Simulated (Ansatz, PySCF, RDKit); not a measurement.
Complex: CHN (SMILES C#N) (first 3 atoms) with C2H3N (SMILES CC#N); geometry from B3LYP-D3(BJ)/def2-TZVP, rigid monomers moved along the line of their centres of mass till C1···C5 is 3.63 Å.
(charge 0, multiplicity 1):
```xyz
9

C      0.336     0.292     0.281
N     -0.606    -0.346     0.139
H      1.210     0.881     0.450
C     -0.597    -0.613     4.160
C      0.571     0.211     3.905
N      1.489     0.861     3.665
H     -1.309    -0.076     4.786
H     -1.072    -0.861     3.209
H     -0.305    -1.534     4.665
```

Counterpoise-corrected where a basis set is named; no monomer relaxation. Rows marked so take none. RDKit's UFF carries no charges.

Rows in 6-311+G**, STO-3G carry no dispersion term and start afresh at each structure.

Programs: Ansatz (a first-principles code) with Gaussian orbitals; PySCF for 6-311+G** rows, STO-3G rows; RDKit for the force fields. Each number belongs to the level named beside it.

One of these levels gives -13.8 kJ/mol for the interaction energy. Which?
(A) B3LYP/6-311+G** (no counterpoise)
(B) UFF
(C) PBE/def2-TZVPPD
(D) HF/STO-3G (no counterpoise)

C, PBE/def2-TZVPPD. The others give -3.3 (UFF), -6.6 (HF/STO-3G (no counterpoise)), -11.9 (B3LYP/6-311+G** (no counterpoise))
